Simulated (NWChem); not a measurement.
System: SiN2H5OF; SMILES N[Si](N)(O)F

The following NWChem deck was run.

```
start job
memory heap 200 mb stack 900 mb global 1100 mb
geometry units angstroms noautosym nocenter noautoz
  N      0.736076     1.249428     1.012779
  Si    -0.044402     0.088803     0.056944
  N      0.264954    -1.461330     0.697042
  O     -1.603801     0.637469    -0.057996
  F      0.460969    -0.058776    -1.488287
  H      1.668149     1.103793     1.375986
  H      0.452405     2.220349     1.008819
  H      0.305211    -2.275376     0.097138
  H      0.033083    -1.696011     1.653527
  H     -2.078926     0.358036    -0.845302
end
basis spherical
  * library pcsseg-1
end
dft
  xc xpbe96 cpbe96
  iterations 150
end
property
  shielding
end
task dft property
```

Output (shortened):

```
             Northwest Computational Chemistry Package (NWChem) 7.3.0
             --------------------------------------------------------

                             Geometry "geometry" -> ""
                             -------------------------

 Output coordinates in angstroms (scale by  1.889725989 to convert to a.u.)

  No.       Tag          Charge          X              Y              Z
 ---- ---------------- ---------- -------------- -------------- --------------
    1 N                    7.0000     0.73607600     1.24942800     1.01277900
    2 Si                  14.0000    -0.04440200     0.08880300     0.05694400
    3 N                    7.0000     0.26495400    -1.46133000     0.69704200
    4 O                    8.0000    -1.60380100     0.63746900    -0.05799600
    5 F                    9.0000     0.46096900    -0.05877600    -1.48828700
    6 H                    1.0000     1.66814900     1.10379300     1.37598600
    7 H                    1.0000     0.45240500     2.22034900     1.00881900
    8 H                    1.0000     0.30521100    -2.27537600     0.09713800
    9 H                    1.0000     0.03308300    -1.69601100     1.65352700
   10 H                    1.0000    -2.07892600     0.35803600    -0.84530200

 Effective nuclear repulsion energy (a.u.)     263.5356020249

  pbe96 is a nonlocal functional; adding pw91lda local functional.
                              NWChem Property Module
                              ----------------------

  itol2e modified to match energy
  convergence criterion.

                                 NWChem DFT Module
                                 -----------------

 Summary of "ao basis" -> "ao basis" (spherical)
 ------------------------------------------------------------------------------
       Tag                 Description            Shells   Functions and Types
 ---------------- ------------------------------  ------  ---------------------
 N                          pcsseg-1                 7       17   3s3p1d
 Si                         pcsseg-1                10       24   4s5p1d
 O                          pcsseg-1                 7       17   3s3p1d
 F                          pcsseg-1                 7       17   3s3p1d
 H                          pcsseg-1                 3        5   2s1p

  itol2e modified to match energy
  convergence criterion.

[...]

          -----------------------------------------
          Chemical Shielding Tensors (GIAO, in ppm)
          -----------------------------------------

                                NWChem CPHF Module
                                ------------------

  scftype          =     RHF
  nclosed          =       25
  nopen            =        0
  variables        =     2300
  # of vectors     =        3
  tolerance        = 0.10D-03
  level shift      = 0.00D+00
  max iterations   =       50
  max subspace     =       30

 SCF residual:    1.7459359356830551E-005

Iterative solution of linear equations
  No. of variables     2300
  No. of equations        3
  Maximum subspace       30
        Iterations       50
       Convergence  1.0D-04

   iter   nsub   residual    time
   ----  ------  --------  ---------
     1      3    3.19D-06      35.1

      Atom:    1  N
        Diamagnetic
    319.2604      2.1310     11.9918
      2.1310    326.6050      9.0293
     11.9918      9.0293    309.4355

        Paramagnetic
    -80.3464      6.7161      8.1343
      6.7161    -68.0540      8.3826
      8.1343      8.3826    -94.0586

        Total Shielding Tensor
    238.9140      8.8470     20.1261
      8.8470    258.5510     17.4119
     20.1261     17.4119    215.3769

           isotropic =     237.6140
          anisotropy =      52.1672

          Principal Components and Axis System
                 1           2           3
              272.3921    238.8430    201.6068

      1         0.4524      0.7829     -0.4272
      2         0.7957     -0.5706     -0.2030
      3         0.4027      0.2481      0.8811

      Atom:    2  Si
        Diamagnetic
    882.3316     -1.3211      0.4604
     -1.3211    882.7947      0.9006
      0.4604      0.9006    884.3455

        Paramagnetic
   -484.1258     32.7561      1.0415
     32.7561   -489.2315     -9.8892
      1.0415     -9.8892   -524.6042

        Total Shielding Tensor
    398.2057     31.4350      1.5019
     31.4350    393.5632     -8.9885
      1.5019     -8.9885    359.7412

           isotropic =     383.8367
          anisotropy =      65.9150

          Principal Components and Axis System
                 1           2           3
              427.7800    369.8514    353.8787

      1         0.7245     -0.5886     -0.3587
      2         0.6852      0.5588      0.4672
      3        -0.0745     -0.5842      0.8082

      Atom:    3  N
        Diamagnetic
    301.1448     -3.8208     -1.7528
     -3.8208    331.8368     -4.4684
     -1.7528     -4.4684    322.9281

        Paramagnetic
    -96.0996     -0.1515     -3.6114
     -0.1515    -62.4283     -5.6819
     -3.6114     -5.6819    -79.5323

        Total Shielding Tensor
    205.0452     -3.9723     -5.3642
     -3.9723    269.4085    -10.1503
     -5.3642    -10.1503    243.3958

           isotropic =     239.2831
          anisotropy =      50.5169

          Principal Components and Axis System
                 1           2           3
              272.9611    241.0257    203.8626

      1        -0.0301     -0.1736      0.9844
      2         0.9470      0.3100      0.0837
      3        -0.3197      0.9348      0.1550

      Atom:    4  O
        Diamagnetic
    404.8518     -5.7096     11.1666
     -5.7096    377.5190      4.0939
     11.1666      4.0939    386.6415

        Paramagnetic
   -100.2613     -9.9420     -2.4146
     -9.9420   -124.3971     -7.1390
     -2.4146     -7.1390   -126.2000

[...]
```

Level: PBE/pcSseg-1, GIAO. Geometry: optimised at PBE0/def2-SVP. The printed shielding anisotropy is the first printed principal value minus the mean of the other two.
